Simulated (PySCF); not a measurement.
NbOCl3, SMILES [Cl][Nb](=[O])([Cl])[Cl], multiplicity 1. Geometry: B3LYP-D3(BJ)/def2-SVP. The spin state was assumed, not searched. The isomer is the one that the SMILES or the coordinates give; other isomers of the formula were not compared. The def2 effective core potentials stand for the cores of Nb; spin–orbit coupling is left out.

Give the equilibrium geometry at B3LYP-D3(BJ)/def2-SVP (PySCF confirms it by a frequency run) as bond lengths and angles, and its point group. (An estimate is asked for; the answer gives what the named calculation found.)

point group C3v.
Atoms: Nb1 O2 Cl3 Cl4 Cl5. Bonded distances (Å): Nb1–O2 1.686, Nb1–Cl3 2.295, Nb1–Cl4 2.295, Nb1–Cl5 2.295. Bond angles (°): O2–Nb1–Cl3 107.9, O2–Nb1–Cl4 107.9, O2–Nb1–Cl5 107.9, Cl3–Nb1–Cl4 111.0, Cl3–Nb1–Cl5 111.0, Cl4–Nb1–Cl5 111.0.
Charge 0, spin multiplicity 1.
